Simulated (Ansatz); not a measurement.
`CNBO` + `[SiH3]S` → `OBS[SiH3]` + CH₃NH₂  (ligand exchange at a B–N bond)

Gas-phase electronic energies from Ansatz, PBE0-D4/def2-TZVP geometries. CCSD(T)/CBS is the MP2 limit (def2-TZVPP, def2-QZVPP) plus CCSD(T) − MP2 in def2-TZVPP, frozen cores. DFT in def2-TZVPP. One conformer a species, not always the lowest.

```tsv
level	ΔE (kcal/mol)
BLYP-D4	12.7
r2SCAN	12.6
```

Task: What does CCSD(T)/CBS give? (Estimate.)

Result: The calculation gave: +12.9 kcal/mol. The listed levels differ from it by -0.2, -0.3 kcal/mol.

Task: What do rigid-rotor, harmonic-oscillator terms from PBE0-D4/def2-TZVP frequencies (298.15 K, 1 bar) make of the CCSD(T)/CBS value? (Estimate.)

Result: Ansatz gave: ΔZPE = +1.4 kcal/mol, ΔH = +14.3 kcal/mol, ΔS = 4 J/(mol·K), ΔG = +14.0 kcal/mol.

Largest T1 diagnostic among the species: 0.014.

From BLYP to BHLYP (50 % exact exchange), in def2-TZVPP and without D4, ΔE moves by +1.6 kcal/mol. The D4 term adds −1.0 kcal/mol with B3LYP and −0.5 kcal/mol with PBE0; it sums over pairs of atoms, weighted by their polarisabilities, and B3LYP, whose exchange is more repulsive, gets the larger term. Leaving LDA and LC-ωPBE aside and taking each functional with its dispersion term where it has one, the values, not all of them listed here, spread over 4.5 kcal/mol, from revPBE-D4 to CAM-B3LYP-D4. LDA lies +1.5 kcal/mol from PBE without D4.

B3LYP here is the variant with VWN-RPA as its local correlation; programs differ in this.
